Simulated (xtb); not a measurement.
BeCl2, charge +1, sextet, geometry from GFN2-xTB of the parent state (such geometries of metal compounds can be far from the true shape) (a state made from the parent by changing its charge; the spin is typed, not shown lowest); xtb 6.7.1 with GFN0-xTB.

The xtb input:
```
$ xtb mol.xyz --gfn 0 --chrg 1 --uhf 5 --json

# file mol.xyz
3

Be     0.00000000     0.00000000     0.00000000
Cl    -0.00000000    -0.00000000    -1.79157820
Cl     0.00000000     0.00000000     1.79157820
```

Output, abridged:

```
   ID    Z sym.   atoms
    1    4 Be     1
    2   17 Cl     2, 3

           -------------------------------------------------
          |                Calculation Setup                |
           -------------------------------------------------

           -------------------------------------------------
          |                 G F N 0 - x T B                 |
           -------------------------------------------------

          ...................................................
          :                      SETUP                      :
          :.................................................:
          :  # basis functions                  24          :
          :  # atomic orbitals                  22          :
          :  # shells                            8          :
          :  # electrons                        15          :
          :  electronic temp.          300.0000000     K    :
          :  accuracy                    1.0000000          :
          :  -> integral cutoff          0.2500000E+02      :
          :  -> integral neglect         0.1000000E-07      :
          ...................................................

         :::::::::::::::::::::::::::::::::::::::::::::::::::::
         ::                     SUMMARY                     ::
         :::::::::::::::::::::::::::::::::::::::::::::::::::::
         :: total energy              -6.935164124904 Eh    ::
         :: gradient norm              0.172478124680 Eh/a0 ::
         :: HOMO-LUMO gap              0.000000000000 eV    ::
         ::.................................................::
         :: H0 energy                 -8.426347209219 Eh    ::
         :: repulsion energy           0.018901520208 Eh    ::
         :: electrostat energy         1.472730390787 Eh    ::
         :: -> Gsolv                   0.000000000000 Eh    ::
         ::    -> Gsasa                0.000000000000 Eh    ::
         ::    -> Gshift               0.000000000000 Eh    ::
         :: dispersion energy         -0.000448826680 Eh    ::
         :: short-range corr.          0.000000000000 Eh    ::
         :: add. restraining           0.000000000000 Eh    ::
         :: total charge               1.000000000000 e     ::
         :::::::::::::::::::::::::::::::::::::::::::::::::::::

           -------------------------------------------------
          |                Property Printout                |
           -------------------------------------------------

    * Orbital Energies and Occupations

         #    Occupation            Energy/Eh            Energy/eV
      -------------------------------------------------------------
         1        2.0000           -0.9757382             -26.5512
         2        2.0000           -0.9708710             -26.4187
         3        1.9999           -0.4793415             -13.0435
         4        1.9291           -0.4729653             -12.8700
         5        1.9291           -0.4729653             -12.8700
         6        1.1418           -0.4688104             -12.7570
         7        1.0000           -0.4559479             -12.4070
         8        1.0000           -0.4559479             -12.4070
         9        1.0000           -0.1727116              -4.6997
        10        0.5000           -0.1275645              -3.4712 (HOMO)
        11        0.5000           -0.1275645              -3.4712 (LUMO)
        12                         -0.0693646              -1.8875
        13                         -0.0658718              -1.7925
        14                         -0.0658718              -1.7925
        15                         -0.0658021              -1.7906
        16                         -0.0658021              -1.7906
        17                         -0.0653804              -1.7791
        18                         -0.0653804              -1.7791
        19                         -0.0421772              -1.1477
        20                          0.0320981               0.8734
        21                          0.0320981               0.8734
        22                          1.3540698              36.8461
      -------------------------------------------------------------
                  HL-Gap            0.0000000 Eh            0.0000 eV
             Fermi-level            0.0000000 Eh            0.0000 eV

     #   Z          covCN         q      C6AA      α(0)
     1   4 Be       1.529     0.527    30.144    12.185
     2  17 Cl       0.765     0.237    90.466    14.538
     3  17 Cl       0.765     0.237    90.466    14.538

 Mol. C6AA /au·bohr⁶  :        586.241089
 Mol. C8AA /au·bohr⁸  :      24815.894548
 Mol. α(0) /au        :         41.261202

Wiberg/Mayer (AO) data.
largest (>0.10) Wiberg bond orders for each atom

 ---------------------------------------------------------------------------
     #   Z sym  total        # sym  WBO       # sym  WBO       # sym  WBO
 ---------------------------------------------------------------------------
     1   4 Be   1.495 --     2 Cl   0.747     3 Cl   0.747
     2  17 Cl   1.776 --     3 Cl   1.029     1 Be   0.747
     3  17 Cl   1.776 --     2 Cl   1.029     1 Be   0.747
 ---------------------------------------------------------------------------

Topologies differ in total number of bonds
Writing topology from bond orders to xtbtopo.mol

 dipole moment from electron density (au)
     X       Y       Z
   0.0000   0.0000   0.0000  total (Debye):    0.000

           -------------------------------------------------
          | TOTAL ENERGY               -6.935164124904 Eh   |
          | GRADIENT NORM               0.172478124680 Eh/α |
          | HOMO-LUMO GAP               0.000000000000 eV   |
           -------------------------------------------------

normal termination of xtb
```
